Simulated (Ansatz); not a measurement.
Total energies of `[NH2][Ti]([NH2])([OH])[Cl]`.

Z-matrix (Å, degrees):
```
Ti
N 1 1.872
O 1 1.786 2 109.4
N 1 1.867 2 107.9 3 120.4
Cl 1 2.234 2 109.7 3 -120.8
H 2 1.011 1 122.9 3 39.3
H 2 1.009 1 126.4 3 -135.6
H 3 0.958 1 134.4 2 -134.0
H 4 1.011 1 123.5 2 76.7
H 4 1.010 1 125.5 2 -112.3
```

The species carries charge 0 and has multiplicity 1. Correlated methods include outer-core shells of Ti, which these sets cover unevenly. Scalar relativity is left out up to krypton. The geometry is a stationary point of PBE0-D4/def2-TZVP. It is one conformer, not always the lowest. Basis def2-TZVPP, Ansatz 0.2.0.

RPA on PBE orbitals: Hartree–Fock energy of these orbitals -1494.74539 Eh, correlation -2.04309 Eh (frozen core).

```
             functional  energy without D4 (Eh)  D4 term (kJ/mol)
            LDA (SPW92)             -1492.75367                 –
                    PBE             -1497.09960             -23.5
                 revPBE             -1497.47518             -61.6
                   BLYP             -1497.70100             -49.8
                 r2SCAN             -1497.56224              -5.9
                 B97M-V             -1497.33586                 –
                   PBE0             -1497.13933             -20.2
                  B3LYP             -1497.74427             -37.8
                r2SCANh             -1497.53031              -6.3
                r2SCAN0             -1497.48526              -7.0
HSE06 (plane-wave form)             -1497.11442             -19.0
                  BHLYP             -1497.55055             -31.0
              CAM-B3LYP             -1497.67547             -20.8
                LC-ωPBE             -1497.27734                 –
                ωB97X-V             -1497.44185                 –
                ωB97M-V             -1497.54760                 –
                 B2PLYP             -1497.28170                 –
               PBE-QIDH             -1496.91596                 –
```

B3LYP takes the VWN-RPA correlation (the form of Gaussian; ORCA's B3LYP/G). HSE06 is the plane-wave form, built on full-range PBE exchange. The double hybrids freeze the cores in their second-order part.

LC-ωPBE has ω = 0.4 bohr⁻¹.
